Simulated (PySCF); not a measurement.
# Which enantiomer?

Computed, not measured: PySCF 2.14.0, TDDFT B3LYP/aug-cc-pVDZ circular dichroism and optical rotation, one conformer, gas phase. Geometry: GFN2-xTB.

States above about 7.1 eV lie in this functional's continuum (it starts at minus the energy of the highest occupied orbital, well below the true ionisation energy for most functionals) and depend on the basis. Singlets 8 and 9 lie within 0.01 eV of each other, so their separate moments and overlaps can depend on how they mix.

Values for one enantiomer of C6H7N, R in 10⁻⁴⁰ esu² cm² (velocity form):
| λ (nm) | f | R |
| --- | --- | --- |
| 252 | 0.0009 | +19.7 |
| 211 | 0.001 | -4.1 |
| 207 | 0.014 | +7.2 |
| 198 | 0.023 | -27.1 |
| 195 | 0.003 | +2.6 |
| 195 | 0.012 | -6.7 |
| 192 | 0.0006 | -0.8 |
| 187 | 0.031 | +2.6 |
| 187 | 0.003 | -0.2 |
| 184 | 0.005 | +13.4 |
| 182 | 0.024 | -12.5 |
| 180 | 0.030 | +16.1 |
| 177 | 0.015 | +24.9 |
| 175 | 0.013 | +1.9 |
| 173 | 0.020 | -4.7 |
| 172 | 0.010 | -21.3 |

[α] at 589.3 nm: +276 deg dm⁻¹ (g/mL)⁻¹ (origin-invariant length gauge).

Problem. Which structure gives these signs?
A. C#C[C@H]1N=C[C@H]1C
B. C#C[C@@H]1N=C[C@@H]1C

Solution. A. Its CIP labels in SMILES order are S, S; the other enantiomer gives every sign reversed.

Geometry of C#C[C@H]1N=C[C@H]1C as run:
```xyz
14

C     2.364    0.814    0.800
C     1.657    0.108    0.140
C     0.767   -0.737   -0.610
N     0.229   -1.898    0.154
C    -0.970   -1.486    0.017
C    -0.711   -0.244   -0.778
C    -1.093    1.085   -0.151
H     3.005    1.430    1.357
H     1.247   -1.064   -1.536
H    -1.869   -1.953    0.384
H    -1.065   -0.298   -1.812
H    -0.735    1.138    0.875
H    -2.175    1.199   -0.154
H    -0.652    1.905   -0.713
```
